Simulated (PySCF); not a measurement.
# Ge2(Cl)4

Geometry:
```
atom   x (Å)   y (Å)   z (Å)
 Ge1  -1.581  -0.765  -0.943
 Cl2  -1.362  -2.220   0.615
 Cl3   0.812  -0.496  -1.458
 Ge4   1.205   1.578  -0.191
 Cl5   2.077   0.674   1.544
 Cl6  -1.151   1.230   0.433
```

Computed, not measured: PySCF 2.14.0, GIAO LC-wPBE/def2-SVP magnetisability, rotational g tensor and spin-rotation constants, non-relativistic, gas phase. Geometry: GFN2-xTB.

The calculation is non-relativistic, which matters for the atoms heavier than Zn.

**Question.** Give the nuclear spin-rotation constants along the inertial axes (H = +C I·J) beside the isotropic shieldings.

**Answer.** Rotational constants 1.2320, 0.4763, 0.4564 GHz. A star marks the isotopologue with that one atom substituted, in its own axes.
```
atom  isotope  Caa (kHz)  Cbb (kHz)  Ccc (kHz)  mean (kHz)  σ (ppm)
 Cl2     35Cl      0.522      0.073      0.127       0.241    665.2
 Cl3     35Cl      0.191      0.095      0.090       0.126    833.6
 Cl5     35Cl      0.522      0.073      0.127       0.241    665.3
 Cl6     35Cl      0.192      0.096      0.090       0.126    833.2
 Ge1    73Ge*     -0.483     -0.092     -0.159      -0.245   1294.4
```
For the geometry as given, no vibrational averaging.
